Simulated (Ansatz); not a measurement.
Consider the redistribution: `[CH3][Al]([CH3])[N]=C=O` + `B[SeH]` → `[CH3][Al]([CH3])[SeH]` + `BN=C=O`.

Gas-phase electronic energies from Ansatz, PBE0-D4/def2-TZVP geometries. CCSD(T)/CBS is the MP2 limit (def2-TZVPP, def2-QZVPP) plus CCSD(T) − MP2 in def2-TZVPP, frozen cores. DFT in def2-TZVPP. For Se outer-core shells are correlated without core-valence functions, which leaves a few kJ/mol of doubt a bond. Scalar relativity is left out up to krypton. One conformer a species, not always the lowest.

(1) Is it downhill or uphill in electronic energy at CCSD(T)/CBS, and by how much? (An estimate is asked.)

(2) What do these levels give: revPBE-D4, BLYP, PBE0, BHLYP, HF/def2-SVP, CCSD/def2-TZVPP? (An estimate is asked.)

Largest T1 diagnostic among the species: 0.017.

Answers

(1) Computed: Uphill: ΔE = +1.9 kcal/mol.

(2) Ansatz gave: revPBE-D4 0.2, BLYP 0.7, PBE0 0.2, BHLYP 0.8, HF/def2-SVP 0.4, CCSD/def2-TZVPP 2.4 kcal/mol.

Leaving LDA and LC-ωPBE aside and taking each functional with its dispersion term where it has one, the values, not all of them listed here, spread over 2.3 kcal/mol, from PBE-D4 to B97M-V. In def2-TZVPP, CCSD(T) changes the Hartree–Fock value by +1.8 kcal/mol (the triples alone add +0.0 kcal/mol) and MP2 by +1.5 kcal/mol.
